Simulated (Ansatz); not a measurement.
```xyz
8

C     0.0200   -0.0446   -0.4311
C    -0.0087    1.2566    0.1547
C    -0.0216   -1.2571    0.1601
H    -0.0208    0.0168   -1.5811
H     0.0250    2.1212   -0.3745
H     0.0076    1.2556    1.3124
H     0.0086   -2.1999   -0.3353
H    -0.0088   -1.2545    1.2658
```

Basis set: 6-31G* (spherical functions). Correlated methods keep 3 orbitals frozen. Charge 0, multiplicity 2.

Computed with Ansatz (development build ahead of 0.2.0); each method stands on the lowest determinant of its kind that the runs found.

Give the atomization energy at this shape (free ground-state atoms in the same class of orbitals less the molecule, no zero-point energy) of doublet C3H5 by UHF-MP2, UHF.

```json
{"method": "UHF-MP2", "atomization energy": "30.09 eV"}
{"method": "UHF", "atomization energy": "24.98 eV"}
```

Caution: the shape is not the minimum; the unrestricted determinant is spin contaminated.
